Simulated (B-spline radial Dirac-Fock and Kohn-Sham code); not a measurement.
# Electron momentum distribution of S: Compton profiles

System: atomic sulfur, configuration 1s2 2s2 2p6 3s2 3p4.

Model: the impulse approximation on relativistic Hartree-Fock (Dirac-Fock) wave functions, averaged over the configuration. Program: a B-spline atomic structure program. pz is in atomic units of momentum; subshell profiles are per electron, for a selection of subshells; open shells are spread over both j values by their weights.

```csv
pz,J total,J 1s1/2,J 2p1/2,J 3s1/2,J 3p3/2,tabulated J
0,5.087,0.0550,0.122,0.791,0.551,5.10
0.1,5.044,0.0550,0.122,0.771,0.551,5.05
0.2,4.910,0.0550,0.122,0.713,0.547,4.92
0.3,4.677,0.0550,0.122,0.627,0.533,4.68
0.4,4.352,0.0549,0.122,0.526,0.504,4.36
0.5,3.957,0.0549,0.122,0.422,0.460,3.96
0.6,3.531,0.0548,0.122,0.325,0.404,3.53
0.8,2.719,0.0546,0.121,0.174,0.283,2.72
1,2.093,0.0543,0.120,0.0853,0.179,2.09
1.2,1.674,0.0540,0.119,0.0432,0.106,1.68
1.4,1.411,0.0537,0.117,0.0273,0.0594,1.41
1.6,1.243,0.0532,0.114,0.0230,0.0325,1.24
1.8,1.127,0.0528,0.111,0.0226,0.0178,1.13
2,1.039,0.0523,0.107,0.0224,0.0102,1.04
2.5,0.8604,0.0508,0.0942,0.0185,0.00470,0.860
3,0.7050,0.0491,0.0799,0.0123,0.00435,0.705
4,0.4567,0.0450,0.0526,0.00377,0.00371,0.456
5,0.2962,0.0405,0.0321,0.00100,0.00242,0.296
7,0.1404,0.0311,0.0112,0.000337,0.000829,0.140
10,0.05992,0.0191,0.00243,0.000279,0.000172,0.0600
15,0.01922,0.00757,0.000272,0.000100,1.83e-05,0.0190
20,0.007023,0.00297,4.53e-05,3.29e-05,2.93e-06,0.00690
30,0.001244,0.000553,2.88e-06,4.85e-06,< 1e-6,0.00120
40,0.0003047,0.000138,< 1e-6,1.08e-06,< 1e-6,0.000290
60,3.592e-05,1.64e-05,< 1e-6,< 1e-6,< 1e-6,3.20e-05
```

J(0) = 5.087. The 3s1/2 subshell gives the largest part, 31 %.

Mean momentum ⟨p⟩ by subshell (a.u.): 1s1/2 13.3, 2s1/2 3.95, 2p1/2 5.27, 2p3/2 5.24, 3s1/2 1.23, 3p1/2 1.32, 3p3/2 1.31.

Tabulated profile: Biggs, Mendelsohn and Mann, At. Data Nucl. Data Tables 16, 201 (1975), a Hartree-Fock calculation.
